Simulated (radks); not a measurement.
Task: Spherical jellium clusters: N electrons in a uniform positive sphere of charge N and radius rs N^(1/3), rs = 4.08 bohr. Method: non-relativistic Kohn-Sham, LDA (Slater exchange, Perdew-Wang correlation), spin-polarised, spherical densities; computed with a radial shooting solver with Libxc functionals. Levels are named by radial order and angular momentum (1s, 1p, 1d, 2s, ...), and open shells are averaged over m. Each electron was tried in the lowest free levels, single moves between levels near the top were tried too, and the lowest total energy was kept; such a search can miss a lower state. Give the order in which the levels fill up to N = 39, the shell closures and the spin along the way.

Result: Shells are first occupied in the order 1s, 1p, 1d, 2s, 1f, 2p. Open shells at each N (closed shells left out): 1: 1s(up 1, down 0); 2: none; 3: 1p(up 1, down 0); 4: 1p(up 2, down 0); 5: 1p(up 3, down 0); 6: 1p(up 3, down 1); 7: 1p(up 3, down 2); 8: none; 9: 1d(up 1, down 0); 10: 1d(up 2, down 0); 11: 1d(up 3, down 0); 12: 1d(up 4, down 0); 13: 1d(up 5, down 0); 14: 1d(up 5, down 1); 15: 1d(up 5, down 2); 16: 1d(up 5, down 3); 17: 1d(up 5, down 4); 18: none; 19: 2s(up 1, down 0); 20: none; 21: 1f(up 1, down 0); 22: 1f(up 2, down 0); 23: 1f(up 3, down 0); 24: 1f(up 4, down 0); 25: 1f(up 5, down 0); 26: 1f(up 6, down 0); 27: 1f(up 7, down 0); 28: 1f(up 7, down 1); 29: 1f(up 7, down 2); 30: 1f(up 7, down 3); 31: 1f(up 7, down 4); 32: 1f(up 7, down 5); 33: 1f(up 7, down 6); 34: none; 35: 2p(up 1, down 0); 36: 2p(up 2, down 0); 37: 2p(up 3, down 0); 38: 2p(up 3, down 1); 39: 2p(up 3, down 2). All shells are closed at N = 2, 8, 18, 20, 34 (there: 1s2 1p6 1d10 2s2 1f14). Largest 2S: 7, at N = 27.
